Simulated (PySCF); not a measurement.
## NbH4: one-bond stretch

These are results of UPBE0/[Nb def2-TZVP with ECP28, H def2-TZVP], scalar-relativistic core potentials, density fitting, no spin–orbit coupling, PySCF, not measurements.

Rigid scan from the doublet minimum (Nb–H 1.759 Å (×4); H–Nb–H 105.8° (×2), H–Nb–H 111.3° (×4)). Coordinate: the bond from Nb to the last atom (H) scaled, the rest fixed. Energies in kJ/mol from the minimum.

Problem. Predict the curve at 0.92, 0.96, 1.00, 1.05, 1.12, 1.20, 1.35, 1.55, 1.80, 2.20.

Solution. 
```tsv
scale of one bond	E (kJ/mol)	dipole size (D)	⟨S²⟩
0.92	14.0	0.36	0.76
0.96	3.2	0.18	0.76
1.00	0.0	0.00	0.76
1.05	4.1	0.22	0.76
1.12	20.4	0.52	0.76
1.20	48.3	0.85	0.76
1.35	111.5	1.38	0.78
1.55	189.8	–	1.05
1.80	246.1	–	1.46
2.20	273.8	–	1.73
```

Spin contamination is strong at 1.55, 1.80, 2.20, so these points are less reliable.

With open d or f shells other occupations or spin states may lie lower.

Other isomers or separated fragments may lie lower.
